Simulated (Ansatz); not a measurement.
Mulliken charges of F$_{2}$GeHO (`[O][GeH]([F])[F]`) radical from PBE/def2-TZVPP in Ansatz (PBE0-D4/def2-TZVP geometry).

```tsv
atom	x (Å)	y (Å)	z (Å)	charge (e)
O1	-0.223	-0.718	1.576	-0.247
Ge2	0.086	-0.010	-0.023	0.831
F3	-0.664	1.528	-0.105	-0.300
F4	-0.732	-0.936	-1.210	-0.300
H5	1.584	0.064	-0.279	0.016
```

Q: By hand: the dipole of these point charges (1 e Å = 4.8032 D).

A: Σ q r = (0.571, -0.008, -0.018) e Å, of length 0.571 e Å = 2.74 D.

Q: How does the dipole of the full density compare? (An estimate is asked.)

A: Computed: (0.447, 0.011, -0.052) e Å, 2.16 D; the point charges give 1.27 times that, at 5° from its direction.

Point charges leave out the atoms' own dipoles, such as those of lone pairs, and Mulliken's split depends on the basis, so the two needn't agree.
